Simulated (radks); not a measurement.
Q: The table gives one normalised radial function P(r) = r R(r) of As4+ in [Ar] 3d10 4s1 (r in bohr). Method: non-relativistic Kohn-Sham, LB94 model potential, spin-polarised, spherical densities, point nucleus; open shells are filled with parallel spins first; computed with a radial shooting solver on a logarithmic mesh with Libxc functionals.

r	P
0.002254	0.0365
0.002562	0.0411
0.002911	0.0461
0.003309	0.0517
0.003761	0.0579
0.004274	0.0647
0.004897	0.0725
0.005566	0.0805
0.006326	0.0891
0.00719	0.0983
0.008171	0.1079
0.009287	0.1178
0.01064	0.1285
0.01209	0.1384
0.01374	0.1479
0.01562	0.1564
0.01775	0.1634
0.02018	0.1683
0.02312	0.1703
0.02628	0.1681
0.02986	0.1611
0.03394	0.1482
0.03858	0.1284
0.0442	0.0992
0.05023	0.0633
0.05709	0.0197
0.06489	-0.0310
0.07375	-0.0867
0.08382	-0.1444
0.09603	-0.2030
0.1091	-0.2498
0.124	-0.2819
0.141	-0.2925
0.1602	-0.2756
0.1821	-0.2271
0.2086	-0.1399
0.2371	-0.0286
0.2695	0.1016
0.3063	0.2357
0.3482	0.3552
0.3989	0.4442
0.4533	0.4740
0.5152	0.4393
0.5856	0.3365
0.6656	0.1716
0.7564	-0.0400
0.8667	-0.2899
0.985	-0.5191
1.119	-0.7129
1.272	-0.8461
1.446	-0.9025
1.644	-0.8785
1.883	-0.7768
2.14	-0.6324
2.432	-0.4698
2.765	-0.3159
3.142	-0.1903
3.571	-0.1015
4.091	-0.0448
4.65	-0.0177
5.285	-0.0059

Which n and l does it have? It may be an empty orbital.

A: n = 4, l = 0: the number of nodes gives n - l - 1 = 3, the rise at small r (about r^(l+1)) gives l, and the extent must fit the shell. The curve is that of 4s down; the table hardly tells the two spins apart. 4s down (empty): eigenvalue -66.723 eV, 3 radial nodes at r = 0.0601, 0.244, 0.739 bohr, <r> = 1.64 bohr, 90 % of the charge inside 2.38 bohr.
